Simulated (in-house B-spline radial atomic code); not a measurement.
Configurations of Ar V (Ar4+), with energies counted from [Ne] 3s2 3p2. Computed with a B-spline radial code for spherical atoms: non-relativistic HSE06, spin-polarised, spherical fractional occupations, exact exchange averaged over the configuration, point nucleus. Shells without spins written out take the highest spin.

Occupations are held fixed; configurations that lie above the ionisation limit could autoionise.

```json
{"configuration": "[Ne] 3s2 3p1 3d1", "E - E(ref) (eV)": "23.577", "highest orbital": "3d up", "its <r> (bohr)": "1.476"}
{"configuration": "[Ne] 3s2 3p1 4s1", "E - E(ref) (eV)": "36.673", "highest orbital": "4s up", "its <r> (bohr)": "2.746"}
{"configuration": "[Ne] 3s1 3p2 4s1", "E - E(ref) (eV)": "47.957", "highest orbital": "4s up", "its <r> (bohr)": "2.728"}
{"configuration": "[Ne] 3s1 3p2 4d1", "E - E(ref) (eV)": "60.194", "highest orbital": "4d up", "its <r> (bohr)": "3.384"}
{"configuration": "[Ne] 3s1 3p2 4f1", "E - E(ref) (eV)": "63.878", "highest orbital": "4f up", "its <r> (bohr)": "3.278"}
```

**Question.** Order these further configurations by energy, lowest first.
A. [He] 2s2 2p5 3s2 3p2 3d1
B. [He] 2s2 2p5 3s2 3p2 4s1
C. [Ne] 3s2 3p1 4f1
D. [Ne] 3s2 3p1 4d1
E. [He] 2s2 2p5 3s2 3p3

**Answer.** D (48.795 eV), C (52.457 eV), E (240.73 eV), A (265.43 eV), B (282.08 eV).
